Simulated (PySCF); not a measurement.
These are PBE-D3(BJ)/def2-TZVP // PBE0-D3(BJ)/def2-TZVP (PySCF) values and carry that method's errors. All species are isolated molecules in the gas phase. Delta-SCF ions had no search for a lower state. Excitations are Tamm–Dancoff values on a coarser integration grid. The basis has no diffuse functions, so Rydberg states are missing or too high.

Reference species (SMILES): `FC1=CC=C[SiH2]1` (neutral, multiplicity 1).

```yaml
T1 excitation (TDA): 2.59 eV
S1 excitation (TDA): 4.29 eV
HOMO–LUMO gap: 3.17 eV
vertical ionisation energy (Delta-SCF): 8.63 eV
```

Changed species: `F[SiH]1C=CC=C1`.

### Question
Predict the effect on the T1 excitation (TDA), S1 excitation (TDA), HOMO–LUMO gap and vertical ionisation energy (Delta-SCF).

### Answer
the T1 excitation (TDA) falls by 0.03 eV, to 2.56 eV; the S1 excitation (TDA) falls by 0.12 eV, to 4.17 eV; the HOMO–LUMO gap stays essentially unchanged; the vertical ionisation energy (Delta-SCF) rises by 0.44 eV, to 9.07 eV.
